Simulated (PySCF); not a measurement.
# NMR data sheet: tetravinylmethane

- Formula: C9H12
- SMILES: C=CC(C=C)(C=C)C=C
- InChI: InChI=1S/C9H12/c1-5-9(6-2,7-3)8-4/h5-8H,1-4H2
- Point group of the computed structure: S4
- Degrees of unsaturation: 4
- Carbon signals: 3
- Proton signals: 3

Molfile (atoms numbered from 1):
```
C9H12
     RDKit          3D

 21 20  0  0  0  0  0  0  0  0999 V2000
   -0.6151    0.6407    2.3687 C   0  0  0  0  0  0  0  0  0  0  0  0
    0.3280   -0.0554    1.7337 C   0  0  0  0  0  0  0  0  0  0  0  0
    0.7316    0.0956    0.2801 C   0  0  0  0  0  0  0  0  0  0  0  0
    0.2133    1.3915   -0.3117 C   0  0  0  0  0  0  0  0  0  0  0  0
   -0.4122    1.5308   -1.4807 C   0  0  0  0  0  0  0  0  0  0  0  0
    2.2377    0.1602    0.1219 C   0  0  0  0  0  0  0  0  0  0  0  0
    3.1240    0.3860    1.0918 C   0  0  0  0  0  0  0  0  0  0  0  0
    0.1464   -1.1133   -0.4228 C   0  0  0  0  0  0  0  0  0  0  0  0
    0.8210   -2.1761   -0.8617 C   0  0  0  0  0  0  0  0  0  0  0  0
   -0.8667    0.4238    3.4099 H   0  0  0  0  0  0  0  0  0  0  0  0
   -1.1744    1.4409    1.8755 H   0  0  0  0  0  0  0  0  0  0  0  0
    0.8491   -0.8644    2.2581 H   0  0  0  0  0  0  0  0  0  0  0  0
    0.4457    2.2791    0.2878 H   0  0  0  0  0  0  0  0  0  0  0  0
   -0.7080    2.5182   -1.8439 H   0  0  0  0  0  0  0  0  0  0  0  0
   -0.6427    0.6736   -2.1196 H   0  0  0  0  0  0  0  0  0  0  0  0
    2.5816    0.0619   -0.9142 H   0  0  0  0  0  0  0  0  0  0  0  0
    4.1913    0.4618    0.8692 H   0  0  0  0  0  0  0  0  0  0  0  0
    2.8210    0.5126    2.1351 H   0  0  0  0  0  0  0  0  0  0  0  0
   -0.9461   -1.0932   -0.5072 H   0  0  0  0  0  0  0  0  0  0  0  0
    1.9090   -2.2474   -0.7769 H   0  0  0  0  0  0  0  0  0  0  0  0
    0.2999   -3.0226   -1.3160 H   0  0  0  0  0  0  0  0  0  0  0  0
  1  2  2  0
  2  3  1  0
  3  4  1  0
  4  5  2  0
  3  6  1  0
  6  7  2  0
  3  8  1  0
  8  9  2  0
  1 10  1  0
  1 11  1  0
  2 12  1  0
  4 13  1  0
  5 14  1  0
  5 15  1  0
  6 16  1  0
  7 17  1  0
  7 18  1  0
  8 19  1  0
  9 20  1  0
  9 21  1  0
M  END
```

Theoretical values (PySCF 2.14): structure optimised with PBE0-D3(BJ)/def2-SVP, KT2/pcSseg-1 with gauge-including orbitals. Fast rotation and ring inversion assumed for equivalent nuclei, single conformer, relativity neglected, in vacuum.

δ = σ(ref) − σ, references computed at the same level: TMS for ¹H (σref 31.18) and ¹³C (σref 183.22).

| carbon | δC, type | δH (multiplicity) | HMBC from (2–3 bonds) | span of the C tensor (ppm) |
| --- | --- | --- | --- | --- |
| C1/C5/C7/C9 | 114.2, CH2 | H10 5.30 (m); H11 5.26 (m) | H12/H13/H16/H19 | 194 |
| C2/C4/C6/C8 | 140.3, CH | 5.69 (m) | H12/H13/H16/H19, H10/H14/H17/H21, H11/H15/H18/H20 | 202 |
| C3 | 60.1, C | – | H12/H13/H16/H19, H10/H14/H17/H21, H11/H15/H18/H20 | 13 |

1. Carbon types of the structure: 1 × C, 4 × CH, 4 × CH2, which accounts for all hydrogens.
2. δC 140.3: alkene CH; an sp2 carbon of a C=C bond.
3. δC 114.2: terminal =CH2 carbon; as expected for a trigonal carbon in a double bond.
4. δC 60.1: allylic quaternary sp3 carbon.
5. δH 5.69: hydrogen on an alkene CH; attached to an sp2 carbon and in the plane of the double bond.
6. δH 5.30, 5.26: hydrogen on a terminal =CH2 carbon; attached to an sp2 carbon and in the plane of the double bond.

Shifts are as computed. Against solution values, carbons near 30 ppm lie about +2 ppm off and those near 130 ppm about -5 ppm. Of 1211 compounds with measured shifts, 218 miss one by over three times the rms of a fit or turn the order of signals round; such compounds aren't used in these exercises. No couplings were computed; multiplicities are counted from neighbouring protons, with m where these are inequivalent, close in shift, in a saturated or five-membered ring or joined by F or P, and br s for small geminal =CH2 splittings.
